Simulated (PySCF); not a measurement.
GeH4O2S2. Atoms are numbered in the order given.

```xyz
9

O      0.3059    -1.4338    -1.2276
Ge     0.0000     0.0000    -0.2344
O     -0.3059     1.4338    -1.2276
S     -1.8654    -0.1610     0.9304
S      1.8654     0.1610     0.9304
H     -0.5050    -1.7805    -1.6190
H      0.5050     1.7805    -1.6190
H     -2.3677     0.9273     0.3047
H      2.3677    -0.9273     0.3047
```

Geometry: PBE0-D3(BJ)/def2-SVP. The structure was generated by enumeration, and PubChem lists no compound with its InChIKey, so it may never have been made. The values are those of a single conformer.

Level of theory: CAM-B3LYP/def2-TZVP run with PySCF.

Gas-phase values at a fixed geometry.

| Item | Result |
|---|---|
| total energy | -3026.54615 hartree |
| point group | C2 |
| highest occupied level | -8.99 eV |
| lowest empty level | 0.39 eV |
| orbital gap | 9.38 eV |
| dipole moment | 1.20 D |
| quadrupole, principal values (traceless, Buckingham form, about the centre of nuclear charge) | -2.84, 0.04, 2.80 D·Å |
| mean static polarisability | 71.4 bohr³ (10.58 Å³) |
| polarisability, principal values | 61.1, 65.2, 87.8 bohr³ |
